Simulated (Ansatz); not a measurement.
Job for Ansatz (a quantum-chemistry and plane-wave program): R-PBE/def2-TZVPPD on HF (SMILES F) with ghost functions, monomers drawn apart or pushed together. Files ending in .json are basis or fitting sets from the Basis Set Exchange.

Ansatz 0.2 input:
```yaml
crystal:
  periodic: [false, false, false]
  atoms:
    - {symbol: F, position_ang: [-1.30541378, 1.27653746, 4.84699688]}
    - {symbol: H, position_ang: [-1.00184977, 0.82522653, 4.07800665]}
basis:
  gaussian:
    orbitals: def2-TZVPPD.json
    ghost_atoms:
      - {symbol: O, position_ang: [-0.02765131, -0.57078924, 1.55988282]}
      - {symbol: B, position_ang: [0.28391544, -0.24984030, 0.25821055]}
      - {symbol: O, position_ang: [0.70114689, -1.27120850, -0.55616410]}
      - {symbol: O, position_ang: [0.14055748, 1.06236815, -0.07629553]}
      - {symbol: H, position_ang: [0.08527875, -1.50524595, 1.76027292]}
      - {symbol: H, position_ang: [0.91708235, -1.04059172, -1.46275786]}
      - {symbol: H, position_ang: [0.35372927, 1.30290107, -0.98031794]}
hamiltonian:
  xc: {name: PBE}
scf: {lower_state_search: off}
```

The head of its log:

```
Functional definition: PBE
[...]
these checks for a lower state are left out or cut short: stability, starts, cluster_reference, orbital_swaps, neighbouring_geometries, increment
integrals: 0.16 GiB planned
1099 factors; their error is unknown
mean field: 1.22 GiB planned
mean field evaluation 1: about -2730.2695 eV, gradient 3.5e1 eV
mean field evaluation 2: about -2723.8899 eV, gradient 7.6e1 eV
```

Question: What total energy does the run end on?

Answer: -100.3966 hartree.
